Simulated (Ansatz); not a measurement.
`[NH2][Al]([Cl])[Cl]` + HBr → `[NH2][Al]([Cl])[Br]` + HCl at 298.15 K and 1 bar (ligand exchange at the Al–Cl bond).

Program: Ansatz. Geometries: PBE0-D4/def2-TZVP. ΔE: electronic, gas phase. CCSD(T)/CBS adds triple-zeta CCSD(T) − MP2 to the extrapolated MP2 energy (def2 sets, frozen cores). This one scheme is used for every species. For Br outer-core shells are correlated without core-valence functions, which leaves a few kJ/mol of doubt a bond. Scalar relativity is left out up to krypton. Each species was taken in one conformer, which may not be the lowest.

| species | CCSD(T)/CBS energy (Eh) | H − E (kJ/mol) | S (J/(mol·K)) |
| --- | --- | --- | --- |
| `[NH2][Al]([Cl])[Cl]` | -1217.66844 | 94.5 | 322.9 |
| HBr | -2573.91920 | 24.6 | 198.6 |
| `[NH2][Al]([Cl])[Br]` | -3331.20678 | 93.9 | 340.4 |
| HCl | -460.38127 | 26.6 | 186.8 |

H − E and S are ideal-gas, rigid-rotor, harmonic terms from PBE0-D4/def2-TZVP, for one conformer and one mirror image of each species. 1 Eh = 2625.50 kJ/mol, R = 8.31446 J/(mol·K).

Question: By hand: ΔE, ΔH, ΔS and ΔG.

Answer: ΔE = (-3331.20678) + (-460.38127) − (-1217.66844) − (-2573.91920) = -0.00041 Eh = -1.1 kJ/mol. Δ(H − E) = 93.9 + 26.6 − 94.5 − 24.6 = 1.4, so ΔH = 0.3 kJ/mol. ΔS = 340.4 + 186.8 − 322.9 − 198.6 = 5.7 J/(mol·K). ΔG = 0.3 − 298.15 × (5.7)/1000 = -1.4 kJ/mol.

Question: By hand: the equilibrium constant, and the temperature at which ΔG would vanish if ΔH and ΔS stayed fixed.

Answer: log₁₀ K = −ΔG/(RT ln 10) = 0.2. ΔG = 0 at ΔH/ΔS = 53 K, though so small a ΔH makes that figure unsure.

TΔS isn't small against ΔH here. The sign of ΔG lies within the doubt. A doubt of 5 kJ/mol in ΔE shifts log₁₀ K by 0.9 here. Other conformers and mirror images would add mixing entropy, several J/(mol·K) or more a flexible species. These are equilibria of isolated gas molecules and say nothing of rates. Largest T1 diagnostic: 0.009 (customary marks: 0.02 for closed shells, 0.045 for open ones).
